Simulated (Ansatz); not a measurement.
Single points on the cluster Cu₄S₄.

```yaml
crystal:
  periodic: [false, false, false]
  atoms:
    - {symbol: Cu, position_ang: [0.759788, -0.054548, -1.470529]}
    - {symbol: Cu, position_ang: [-1.032442, -0.793319, 0.095203]}
    - {symbol: Cu, position_ang: [0.843731, 0.492424, 1.083640]}
    - {symbol: Cu, position_ang: [-1.108350, 1.653312, -0.420581]}
    - {symbol: S, position_ang: [2.279491, -0.858291, -0.033071]}
    - {symbol: S, position_ang: [-1.367345, 0.154984, -2.014308]}
    - {symbol: S, position_ang: [0.680840, -1.926555, 1.037157]}
    - {symbol: S, position_ang: [-1.055724, 1.332003, 1.722479]}
basis:
  gaussian: {orbitals: def2-SVP, initial_orbitals: start.molden}
hamiltonian: {xc: pbe, dispersion: d4}
scf: {omitted_lower_state_checks: [starts]}
output: {orbitals: {seedname: orbitals}}
```

The file start.molden holds the orbitals of an earlier run on this structure, at another level or in another basis.

```sh
$ ansatz run in.yaml --threads 4 --pin off --events-out ev --progress --plain --max-ram 4787MiB
```

Output, abridged:

```
Functional definition: PBE
2356 factors; their error is unknown
mean field evaluation 1: about -221827.9574 eV, gradient 1.5e1 eV
mean field evaluation 2: about -221828.5305 eV, gradient 9.7e-1 eV
mean field evaluation 4: about -221828.3996 eV, gradient 2.1e-1 eV
mean field evaluation 8: about -221828.3996 eV, gradient 2.2e-5 eV
mean field -221828.39961559 eV, -8152.0433251833 hartree, gradient 2.2e-5 eV, S^2 0.000000; 0 other end points of the search recorded, 0 dependent functions left out
reference -221828.39968210 eV, -8152.0433276276 hartree; 90, 90 occupied and 106, 106 virtual orbitals, 2356 factors
Total energy: -221829.17350115 eV, -8152.0717649529 hartree
Checks for a lower state left out: starts
```

Run time 6.5 s (4 threads of Arm Neoverse V2 on a shared host).

The first input with `gaussian: {orbitals: def2-TZVP, initial_orbitals: start.molden}`, `hamiltonian: {xc: {name: BLYP}, dispersion: d4}` (abridged; 13 s):

```
Functional definition: BLYP
mean field -221924.69582594 eV, -8155.5821456416 hartree, gradient 2.3e-5 eV, S^2 0.000000
Total energy: -221926.31405709 eV, -8155.6416145397 hartree
Checks for a lower state left out: starts
```

As the first input, with `hamiltonian: {xc: pbe0, dispersion: d4}` (abridged; 12 s):

```
Functional definition: PBE0
mean field -221831.03807346 eV, -8152.1402867214 hartree, gradient 2.5e-5 eV, S^2 0.000000
Total energy: -221831.70685626 eV, -8152.1648640360 hartree
Checks for a lower state left out: starts
```

As the first input, with `gaussian: {orbitals: def2-TZVP, initial_orbitals: start.molden}`, `hamiltonian: {xc: lda}` (abridged; 7 s):

```
Functional definition: SPW92
mean field -221467.94938174 eV, -8138.7970234112 hartree, gradient 2.1e-5 eV, S^2 0.000000
Total energy: -221467.94943101 eV, -8138.7970252217 hartree
Checks for a lower state left out: starts
```

First input, but with `gaussian: {orbitals: STO-3G}`, `hamiltonian: {xc: hf}` (abridged; 18 s):

```
Functional definition: HF
mean field evaluation 16: about -219164.7046 eV, gradient 4.7e-1 eV
mean field evaluation 32: about -219164.9009 eV, gradient 4.1e-5 eV
mean field -219164.90085228 eV, -8054.1615510158 hartree, gradient 6.4e-6 eV, S^2 0.000000
Total energy: -219164.90085228 eV, -8054.1615510158 hartree
Checks for a lower state left out: starts
```

As the first input, with `gaussian: {orbitals: def2-TZVP, initial_orbitals: start.molden}`, `hamiltonian: {xc: r2scan, dispersion: d4}`, `output: {forces: true, orbitals: {seedname: orbitals}}` (abridged; 38 s):

```
Functional definition: r2SCAN
mean field -221911.01585654 eV, -8155.0794160388 hartree, gradient 1.5e-5 eV, S^2 0.000000
Total energy: -221911.17785928 eV, -8155.0853695298 hartree
Atom 0 force    -0.060843    -0.087791    -0.005482 eV/Å
Atom 1 force     0.116998    -0.051660    -0.045452 eV/Å
Atom 2 force    -0.124633    -0.271435     0.053043 eV/Å
Atom 3 force    -0.116678    -0.208386     0.102293 eV/Å
Atom 4 force    -0.899812    -0.027884     0.281266 eV/Å
Atom 5 force     0.440437     0.101369     0.616030 eV/Å
Atom 6 force     0.298622     0.674903    -0.442098 eV/Å
Atom 7 force     0.345908    -0.129116    -0.559600 eV/Å
Dipole moment:     0.215040     0.121240    -0.067434 e Å
Checks for a lower state left out: starts
```

First input, but with `gaussian: {orbitals: def2-TZVPD, initial_orbitals: start.molden}` (abridged; 20 s):

```
Functional definition: PBE
mean field -221870.49116096 eV, -8153.5901609449 hartree, gradient 1.7e-5 eV, S^2 0.000000
Total energy: -221871.26505273 eV, -8153.6186009429 hartree
Checks for a lower state left out: starts
```

Geometry: PBE-D4/def2-SVP.

A triplet lies near this restricted singlet, and broken spin symmetry wasn't tried. The structure comes from a short search, and lower isomers may exist.
